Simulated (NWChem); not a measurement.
System: C$_{2}$H$_{3}$AlClNO; SMILES [CH3][Al]([Cl])[N]=C=O

```xyz
9

Al     0.4576     0.5156    -0.0008
Cl    -1.1490     1.8693     0.0004
C      2.3009     1.0919    -0.0001
H      2.8392     0.6727    -0.8660
H      2.8189     0.7280     0.9027
H      2.3961     2.1873    -0.0319
N      0.0213    -1.2043    -0.0003
C     -0.3227    -2.3556     0.0001
O     -0.6482    -3.4769     0.0003
```
Atoms are numbered in this order, from 1.

Computed with NWChem. All runs use the structure optimised with PBE0/def2-SVP. Atomic charges in e: unrestrained fits to the electrostatic potential beside Mulliken populations; buried atoms are poorly determined by the fit.

Question: Estimate the computed values for B3LYP/def2-SVP. Quantities: ESP Al1; Mulliken Al1; ESP Cl2; Mulliken Cl2; ESP C3; Mulliken C3; ESP N7; Mulliken N7; ESP C8; Mulliken C8; relative RMS misfit of the potential (%).

Answer: The ESP Al1 is 0.88 and the Mulliken Al1 is 0.74. The ESP Cl2 comes out as -0.31 and the Mulliken Cl2 is -0.27. The ESP C3 is -0.49, the Mulliken C3 is -0.33 and the ESP N7 comes out as -0.66. The Mulliken N7 comes out as -0.22 and the ESP C8 is 0.68. The Mulliken C8 comes out as 0.04 and the relative RMS misfit of the potential (%) is 26.
